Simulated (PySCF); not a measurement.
# Radial density of Rh⁻ (rhodium, charge -1)

B97-3, [Kr] 4d8 5s2, high-spin 3F determinant. Computed with PySCF 2.14 in aug-cc-pVTZ-PP with one added diffuse shell each of s, p, d, f, g type with ECP28MDF (7s7p6d4f3g, 113 functions), with a scalar-relativistic core potential. This is the valence pseudo-density: the core potential removes the inner electrons and smooths the orbitals near the nucleus.

```tsv
r (bohr)	4πr²ρ (e/bohr)	4πr²(ρα − ρβ)
0.0178	1.128e-05	0.0000
0.0299	2.851e-05	0.0000
0.0504	6.617e-05	0.0000
0.0847	0.0002204	0.0000
0.142	0.002005	0.0002
0.240	0.03088	0.0039
0.403	0.7480	0.0654
0.678	9.146	0.6552
1.14	13.63	1.5022
1.92	3.979	0.7510
3.23	0.9837	0.1130
5.43	0.2429	-0.0103
9.13	0.04524	-0.0087
15.4	0.001157	-0.0005
```

Energies and moments cover only the electrons outside the core potential. At B97-3 the highest occupied level has a positive energy, so only the finite basis holds that electron; in a semilocal or global hybrid functional this comes from self-interaction and does not mean that the real anion is unbound.

Problem. Where is the radial spin density 4πr²(ρα − ρβ) most negative, and why is it negative at all?

Solution. Around r = 5.43 bohr, down to -0.0103 e/bohr: exchange with the open shell polarises the paired shells in an unrestricted calculation.
